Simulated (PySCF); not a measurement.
Coordinates in bohr (charge 0 multiplicity 2):
```
Se    0.0000    0.0000   -0.0346
H     0.0000    0.0000    2.7236
H     3.0092    0.0000    0.0052
H     0.0000    3.0092    0.0052
H    -3.0092    0.0000    0.0052
H     0.0000   -3.0092    0.0052
```

These are results of UHF/[Se def2-TZVP, H def2-TZVP], no relativity, density fitting, PySCF, not measurements.

This geometry of SeH5 is a stationary point at this level.

(1) What is the point group?

(2) Is it a minimum?

(3) What are the dipole moment and the gap between the highest occupied and lowest empty levels of either spin?

(4) Give the ideal-gas entropy at 298.15 K and 1 bar by parts.

Results:

(1) C4v.

(2) Yes: all harmonic wavenumbers are real.

(3) 0.49 D and 8.67 eV.

(4) translation 164.3, rotation 63.1, vibration 2.7, spin 5.8; total 235.9 J/(mol K).

This need not be the most stable arrangement of these atoms.
